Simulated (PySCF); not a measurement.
FeCl3, SMILES [Cl][Fe]([Cl])[Cl] (connectivity only; charge and spin as stated), neutral, multiplicity 6.

Geometry: B3LYP-D3(BJ)/def2-SVP. The multiplicity is an assumed one; other spin states were not compared. The isomer is the one that the SMILES or the coordinates give; other isomers of the formula were not compared.

Two levels are set side by side: PBE/def2-TZVPD (PySCF) and B3LYP/def2-TZVPD (PySCF). Same geometry, gas phase. Differences are taken from unrounded values.

```
quantity                     B3LYP
---------------------------  -----
α-spin orbital gap (eV)       7.87
β-spin orbital gap (eV)       3.35
mean polarisability (bohr³)   83.8
```

Task: What does PBE give, and how far is it from B3LYP? (An estimate is asked for; the answer gives what the named calculation found.)

Result: 
```tsv
quantity	PBE	PBE minus B3LYP
α-spin orbital gap (eV)	5.94	-1.93
β-spin orbital gap (eV)	1.45	-1.90
mean polarisability (bohr³)	86.8	3.0
```

PBE's more diffuse valence density responds more strongly to a field. Differences between two approximate levels are no errors against the true value.

Rough cost on one machine, each run with all the roots and properties that it gave: B3LYP against PBE within a factor of 2.
